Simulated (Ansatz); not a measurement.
The same path of GeH3O (5 atoms, charge 1, multiplicity 1) was run 3 times with different band settings. Lost on the way: Ge2–H5. Made: O1–H5.

Theory: RKS PBE-D4/def2-SVP in Ansatz 0.2.0.

Relaxed end points:

```xyz
5
Properties=species:S:1:pos:R:3
O 0.837 -0.543 0.672
Ge -0.240 0.414 -0.275
H 0.621 -1.487 0.844
H -1.522 -0.225 -0.840
H 0.304 1.841 -0.402
```

```xyz
5
Properties=species:S:1:pos:R:3
O 0.563 0.131 0.293
Ge -1.037 0.704 -0.845
H 0.726 -0.760 0.678
H -1.549 -0.808 -0.671
H 1.297 0.733 0.545
```

Common settings: movable images 7; climbing image yes; spring 5.0 eV/Å²; optimiser quadratic models (default); start path through a guess of the saddle point; force threshold 0.05 eV/Å; end points relaxed.

| run | iteration limit |
| --- | --- |
| 1 | 60 |
| 2 | 6 |
| 3 | 10 |

Problem. What does each run give, and how far can it be trusted?

Solution. Run 1: converged after 6 iterations, highest image 1.977 eV above the first end. A vibrational analysis at the climbing image gives 2 clearly imaginary modes (1387i, 106i cm⁻¹): a point of higher order, so a lower path passes nearby.
Run 2: converged after 6 iterations, highest image 1.977 eV above the first end. Another band between the same ends (7 images) ends at a top of the same energy, where a vibrational analysis finds 2 clearly imaginary modes.
Run 3: converged after 6 iterations, highest image 1.977 eV above the first end. Another band between the same ends (7 images) ends at a top of the same energy, where a vibrational analysis finds 2 clearly imaginary modes.
The orbitals stay closed-shell, which can raise the energy where a bond breaks towards radicals; this wasn't checked here. Limits of this set-up: the dipole of an ion depends on the origin.
